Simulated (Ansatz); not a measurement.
Reaction (redistribution): `C[B]([SiH3])[SnH3]` + `CC[SiH](N)[SiH3]` → `N[SiH]([SiH3])[SnH3]` + `CCB(C)[SiH3]`

Calculated with Ansatz (gas phase, PBE0-D4/def2-TZVP geometries, no zero-point term in ΔE). CCSD(T)/CBS adds triple-zeta CCSD(T) − MP2 to the extrapolated MP2 energy (def2 sets, frozen cores). Elements past krypton have def2 core potentials. For Sn outer-core shells are correlated without core-valence functions, which leaves a few kJ/mol of doubt a bond. One conformer a species, not always the lowest.

| level | ΔE (kJ/mol) |
| --- | --- |
| MP2/def2-QZVPP | -31.6 |
| HF/CBS(def2) | -33.0 |

(1) What does CCSD(T)/CBS give? (Estimate.)

Largest T1 diagnostic among the species: 0.014.

## Answers

(1) The calculation gave: -31.5 kJ/mol. The listed levels differ from it by -0.1, -1.5 kJ/mol.
